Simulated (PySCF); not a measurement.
formyl cation (CHO), SMILES C#[O+], charge +1.

Geometry optimised at r2SCAN-D4/def2-TZVPD.

Lowest vertical singlet excitation by several levels in PySCF, with rough processor times relative to the cheapest run on one machine. Each run also gave further roots (ADC and EOM-CCSD ionised and attached states too); roots are paired by order and the bases differ. EOM-CCSD serves as a yardstick, not as the true value; all levels that ended soundly for this molecule are listed, with differences from unrounded values.

| level | relative cost |
|---|---|
| TDDFT-PBE/def2-TZVPD | 1 |
| ADC(2)/aug-cc-pVDZ | 1 |
| TDDFT-B3LYP/def2-TZVPD | 2 |
| EOM-CCSD/aug-cc-pVDZ | 3 |
| TDDFT-M06-2X/def2-TZVPD | 10 |

### Question
Give S1 at each level and its distance from EOM-CCSD. (The exact figures need the calculation; the answer reports its results.)

### Answer

| level | S1 (eV) | S1 minus EOM-CCSD (eV) |
|---|---|---|
| TDDFT-PBE/def2-TZVPD | 9.74 | -0.30 |
| ADC(2)/aug-cc-pVDZ | 10.10 | 0.05 |
| TDDFT-B3LYP/def2-TZVPD | 9.48 | -0.56 |
| EOM-CCSD/aug-cc-pVDZ | 10.05 | 0.00 |
| TDDFT-M06-2X/def2-TZVPD | 8.67 | -1.38 |

### Question
Which is the cheapest level here that lands within 0.2 eV of EOM-CCSD?

### Answer
ADC(2)/aug-cc-pVDZ, at about 40 % of the cost of EOM-CCSD.
